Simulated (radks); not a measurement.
Spherical jellium clusters: N electrons in a uniform positive sphere of charge N and radius rs N^(1/3), rs = 3.83 bohr. Calculated with a radial shooting solver with Libxc functionals: non-relativistic Kohn-Sham, LDA (Slater exchange, Perdew-Wang correlation), spin-polarised, spherical densities. Levels are named by radial order and angular momentum (1s, 1p, 1d, 2s, ...), and open shells are averaged over m.

N = 16, configuration 1s2 1p6 1d(up 5, down 3). This is the lowest configuration that the search found. Occupied and some empty levels:

level    occupation  eigenvalue (eV)  <r> (bohr)
1s up             1          -5.3365       5.925
1s down           1          -5.1984       5.818
1p up             3          -4.3337       7.178
1p down           3          -4.1601       7.164
1d up             5          -3.1253       8.101
1d down           3          -2.9477       8.141
2s up             0          -2.6873       6.994
2s down           0          -2.6004       7.078
1f up             0          -1.7657       9.004
1f down           0          -1.6024       9.098
2p up             0          -1.2794       9.127
2p down           0          -1.1949       9.250

Energy (eV): total -28.7789, kinetic 30.246, external -851.40, Hartree 419.38, exchange-correlation -60.089, background 433.08.
